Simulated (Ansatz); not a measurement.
`C[NH][SnH2][O]C`, charge 0, multiplicity 1.

(1) Give a relaxed structure at PBE0-D4/def2-TZVP (the Gaussian-basis code of Ansatz). (An estimate is asked.)

Results:

(1) Ansatz gave: 
Cartesian coordinates in Å:
```
C -1.104 -1.900 0.258
N -0.914 -0.556 0.757
Sn -0.817 1.064 -0.418
O 0.918 1.917 -0.054
C 2.085 1.139 -0.121
H -2.155 -2.219 0.218
H -0.558 -2.628 0.869
H -0.706 -1.982 -0.756
H -1.281 -0.424 1.687
H -0.823 0.488 -2.027
H -1.913 2.297 -0.006
H 2.314 0.817 -1.148
H 2.926 1.745 0.231
H 2.029 0.242 0.510
```
This is one stationary point; other conformers may exist.
